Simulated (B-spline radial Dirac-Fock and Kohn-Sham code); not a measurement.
Z = 45 (rhodium), transition energy 48.8 keV. The computed values come from a radial atomic solver: a Dirac-Hartree-Slater potential of the neutral atom with a Latter tail (no hole, which puts coefficients of high multipoles low close above an edge), finite nucleus with surface currents. Subshells that would emit electrons below 1 keV are left out.

Q: A pure transition shows α(K) = 83.3, L1/L2 = 0.0415 and L1/L3 = 0.0305. What is its multipolarity?
A. M2
B. E3
C. M4
D. M1
E. E1
F. E2
G. E4
H. M3

A: B. For comparison, α(K), L1/L2, L1/L3 are E1 0.974, 6.17, 3.91; E2 10.3, 0.414, 0.289; E4 646, 0.00609, 0.00459; M1 2.35, 14.0, 47.5; M2 42.8, 9.31, 4.26; M3 478, 6.29, 0.898; M4 4890, 4.65, 0.392.
